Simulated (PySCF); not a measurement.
## Electron correlation in Al (aluminium, neutral)

[Ne] 3s2 3d1, 2D determinant (an excited configuration). Calculation: PySCF 2.14, in aug-cc-pwCVTZ (8s7p5d3f, 75 functions); no relativity, point nucleus. Frozen: 1s2; 11 electrons correlated.

MP2 pair energies summed by pair of shells (mhartree):

```
 pair   energy  share (%)
2p-2p  -172.23       59.9
2s-2p   -47.29       16.4
3s-3s   -27.95        9.7
2p-3s   -20.83        7.2
2s-2s    -8.38        2.9
3s-3d    -8.30        2.9
2s-3s    -2.18        0.8
2p-3d    -0.33        0.1
2s-3d    -0.03        0.0
```

Total MP2 correlation energy: -287.52 mhartree.

Same-spin part -74.29 and opposite-spin part -213.23 mhartree; SCS-MP2 scales them by 1/3 and 6/5 to -280.64 mhartree.
